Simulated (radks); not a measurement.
Ionisation of the zinc ion Zn18+, [Ne] 3s2, to [Ne] 3s1 as the strength of local exchange is varied. Calculated with a radial shooting solver on a logarithmic mesh with Libxc functionals: Dirac Kohn-Sham, Slater X-alpha exchange (alpha = 2/3 is LDA exchange), no correlation, spin-unpolarised, spherical densities, point nucleus.

\begin{tabular}{lrrrrr}
alpha & E(Zn18+) (hartree) & exchange (hartree) & IE (eV) & -e of the level emptied (eV) & <r> of it (bohr) \\ \hline
0.667 & -1617.35524 & -46.39603 & 696.81 & 677.19 (3s1/2) & 0.5633 \\
0.832 & -1628.85969 & -58.14729 & 705.66 & 686.37 (3s1/2) & 0.5594 \\
0.881 & -1632.28662 & -61.65801 & 708.30 & 689.10 (3s1/2) & 0.5583 \\
0.993 & -1640.13762 & -69.71853 & 714.35 & 695.38 (3s1/2) & 0.5557 \\
1.004 & -1640.91005 & -70.51289 & 714.95 & 696.00 (3s1/2) & 0.5555 \\
\end{tabular}

NIST Atomic Spectra Database: 698 eV (semi-empirical). The Delta-SCF value meets it near alpha = 0.68. Spin polarisation and multiplet splitting are left out, so open shells lie too high by an amount that depends on their filling.

Beside tabulated values, note that spin-unpolarised runs miss the spin-polarisation part of the exchange energy of open shells.
